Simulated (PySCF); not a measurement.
Mo(S)2(OH)(SH) (H₂MoOS₃), SMILES [S]=[Mo]([OH])(=[S])[SH], multiplicity 1. Atoms are numbered in the order given.

```xyz
7

Mo     0.0615     0.0802    -0.1960
S      0.3322     1.8471     0.9389
S      1.5585    -1.3468     0.2386
O      0.0039     0.5146    -2.0139
H      0.2941    -0.0993    -2.7058
S     -1.9070    -0.9722     0.4795
H     -2.6478     0.1635     0.5380
```

Coordinates come from a B3LYP-D3(BJ)/def2-SVP optimisation. The spin state was assumed, not searched. The def2 effective core potentials stand for the cores of Mo; spin–orbit coupling is left out. The values are those of a single conformer.

All values below come from PBE/def2-TZVP in PySCF.

Atomic charges (e):

```csv
atom,Löwdin,Mulliken
Mo1,-0.48,1.04
S2,?,-0.33
S3,?,-0.30
O4,-0.24,-0.61
H5,?,0.35
S6,?,-0.33
H7,0.07,0.19
```

Task: Complete the blanks. (An estimate is asked for; the answer gives what the named calculation found.)

Result: 
- S2, Löwdin: 0.16
- S3, Löwdin: 0.18
- H5, Löwdin: 0.18
- S6, Löwdin: 0.12
